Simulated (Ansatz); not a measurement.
A nudged elastic band was laid between two geometries of AlH7O2Si (11 atoms, charge 0, multiplicity 1).

Computed with Ansatz 0.2.0, RKS PBE0-D4/6-31G*.

```
movable images  : 7
climbing image  : yes
spring          : 5.0 eV/Å²
optimiser       : quadratic models (default)
start path      : through a guess of the saddle point
force threshold : 0.05 eV/Å
iteration limit : 60
end points      : relaxed
```

Initial state:

```xyz
11
Properties=species:S:1:pos:R:3
Al -0.264 0.044 0.053
H -0.301 -1.470 0.558
O 1.396 0.782 0.195
H 2.163 0.210 0.316
H -1.148 0.554 -1.167
O -0.474 1.259 1.503
Si 1.098 2.056 1.787
H 2.188 1.297 2.461
H 1.496 3.151 0.871
H 0.524 2.823 2.960
H -1.224 1.596 2.006
```

Final state:

```xyz
11
Properties=species:S:1:pos:R:3
Al 0.137 0.776 -0.207
H -0.782 -1.239 1.587
O 1.611 -0.010 -0.560
H 1.664 -0.633 -1.291
H -1.177 0.542 -1.048
O 0.136 1.902 1.067
Si 0.980 2.691 2.236
H 1.539 1.736 3.238
H 2.112 3.470 1.656
H 0.076 3.642 2.942
H -0.839 -0.576 1.923
```

(1) What changes between the two ends?

(2) Give the energies along the band, and the barrier.

(3) What is the geometry of the highest image?

(4) What are the harmonic wavenumbers there?

## Answers

(1) Bonds broken: Al1–H2, O6–H11. Bonds formed: H2–H11. AlH7O2Si becomes AlH5O2Si + H2.

(2) It converged. The highest image is number 4 of 0 to 8, 0.90 eV above the first end and 1.14 eV above the last; the last end lies 0.24 eV below the first. A vibrational analysis at the climbing image gives one clearly imaginary mode, 1305i cm⁻¹: a first-order saddle point. The orbitals stay closed-shell, which can raise the energy where a bond breaks towards radicals; this wasn't checked here.

```json
{"image": "0", "path coordinate (Å)": "0.00", "energy (eV)": "0.00", "Al1–H2 (Å)": "1.60", "O6–H11 (Å)": "0.96", "H2–H11 (Å)": "3.51"}
{"image": "1", "path coordinate (Å)": "1.09", "energy (eV)": "0.07", "Al1–H2 (Å)": "1.59", "O6–H11 (Å)": "0.96", "H2–H11 (Å)": "3.53"}
{"image": "2", "path coordinate (Å)": "2.17", "energy (eV)": "0.10", "Al1–H2 (Å)": "1.60", "O6–H11 (Å)": "0.97", "H2–H11 (Å)": "2.92"}
{"image": "3", "path coordinate (Å)": "3.26", "energy (eV)": "0.31", "Al1–H2 (Å)": "1.61", "O6–H11 (Å)": "0.97", "H2–H11 (Å)": "2.21"}
{"image": "4", "path coordinate (Å)": "4.34", "energy (eV)": "0.90", "Al1–H2 (Å)": "1.77", "O6–H11 (Å)": "1.20", "H2–H11 (Å)": "1.10"}
{"image": "5", "path coordinate (Å)": "4.91", "energy (eV)": "0.10", "Al1–H2 (Å)": "2.07", "O6–H11 (Å)": "1.80", "H2–H11 (Å)": "0.77"}
{"image": "6", "path coordinate (Å)": "5.48", "energy (eV)": "-0.18", "Al1–H2 (Å)": "2.44", "O6–H11 (Å)": "2.29", "H2–H11 (Å)": "0.75"}
{"image": "7", "path coordinate (Å)": "6.05", "energy (eV)": "-0.24", "Al1–H2 (Å)": "2.77", "O6–H11 (Å)": "2.66", "H2–H11 (Å)": "0.75"}
{"image": "8", "path coordinate (Å)": "6.62", "energy (eV)": "-0.24", "Al1–H2 (Å)": "2.85", "O6–H11 (Å)": "2.80", "H2–H11 (Å)": "0.75"}
```

(3) 
```xyz
11
Properties=species:S:1:pos:R:3
Al -0.046 0.290 -0.028
H -0.706 -0.637 1.322
O 1.641 0.038 -0.218
H 2.012 -0.216 -1.067
H -1.057 0.399 -1.243
O -0.242 1.496 1.385
Si 0.875 2.430 2.237
H 1.837 1.555 2.955
H 1.586 3.306 1.273
H 0.129 3.257 3.220
H -0.573 0.384 1.710
```

(4) 1305i, 56, 100, 147, 206, 287, 431, 496, 595, 655, 707, 726, 735, 848, 852, 946, 962, 1003, 1081, 1269, 1641, 1913, 1968, 2283, 2289, 2297, 3919 cm⁻¹.

Time of the run: 15 min on 1 thread of Arm Neoverse V1, on a shared host, peak memory 0.17 GiB.
